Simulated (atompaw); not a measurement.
## An all-electron radial function and its pseudo partner (Zn (Z = 30))

Columns: radius, all-electron u(r) and pseudo u(r) of the 3d shell (level -11.57 eV) of zinc in the configuration [Ne] 3s2 3p6 3d10 4s1.5 4p0.5; LDA (PW92), scalar-relativistic, PAW (atompaw) scheme, atompaw 4.2.0.5.

| r (bohr) | all-electron | pseudo |
| --- | --- | --- |
| 0.069 | 0.0528 | 0.0018 |
| 0.138 | 0.2362 | 0.0137 |
| 0.208 | 0.4737 | 0.0448 |
| 0.277 | 0.6877 | 0.0992 |
| 0.346 | 0.8507 | 0.1778 |
| 0.415 | 0.9579 | 0.2770 |
| 0.485 | 1.0163 | 0.3909 |
| 0.554 | 1.0354 | 0.5061 |
| 0.623 | 1.0271 | 0.6133 |
| 0.692 | 1.0004 | 0.7027 |
| 0.762 | 0.9615 | 0.7680 |
| 0.831 | 0.9165 | 0.8038 |
| 0.900 | 0.8682 | 0.8118 |
| 0.969 | 0.8187 | 0.7962 |
| 1.038 | 0.7697 | 0.7635 |
| 1.108 | 0.7213 | 0.7207 |
| 1.177 | 0.6755 | 0.6756 |
| 1.246 | 0.6319 | 0.6319 |
| 1.315 | 0.5906 | 0.5906 |
| 1.385 | 0.5512 | 0.5512 |
| 1.454 | 0.5147 | 0.5147 |
| 1.523 | 0.4806 | 0.4806 |
| 1.592 | 0.4487 | 0.4487 |
| 1.662 | 0.4185 | 0.4185 |
| 1.731 | 0.3907 | 0.3907 |
| 1.800 | 0.3648 | 0.3648 |

Q: How many radial nodes do the two functions have?

A: The all-electron 3d function has n − l − 1 = 0; the pseudo-wave has 0.

Q: At about which radius was the pseudo-wave matched?

A: 1.25 bohr. The columns agree to 0.0005 from 1.18 bohr on; several derivatives are matched, so the curves merge somewhat inside the radius.

Q: Is the pseudo-wave norm-conserving?

A: No, it belongs to a PAW set: the norm inside the radius is not constrained, and the difference is carried by the augmentation charge.
